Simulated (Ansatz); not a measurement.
Cartesian coordinates in Å:
```
B 0.283 -1.386 -0.533
Si -0.790 0.288 -0.722
Cl -2.837 0.429 -0.855
C -0.094 0.836 0.997
F -0.747 0.347 2.088
S 1.397 -0.269 0.726
H -0.194 -2.174 0.242
H 0.961 -1.845 -1.408
H -0.219 1.329 -1.627
H 0.237 1.854 1.211
H 2.003 0.589 -0.120
```

Charge 0, multiplicity 1. The bonds changed during the relaxation, so this is another structure than the one it started from.

(1) List the PBE/def2-TZVPP orbital energies in eV (Ansatz 0.2.0). (Estimate.)

## Answers

(1) Ansatz gave: Occupied: -2738.86, -2398.00, -1780.24, -660.85, -272.30, -249.44, -210.89, -190.13, -189.98, -189.96, -176.34, -157.02, -156.95, -156.84, -137.90, -94.70, -94.64, -94.55, -31.08, -21.05, -20.41, -16.87, -14.18, -13.44, -12.64, -12.13, -11.20, -10.53, -9.65, -9.25, -8.59, -8.15, -8.04, -7.86, -7.02, -6.41. Lowest empty: -2.09, -1.20, -0.88, -0.68, 0.30, 0.68, 1.15, 1.61.
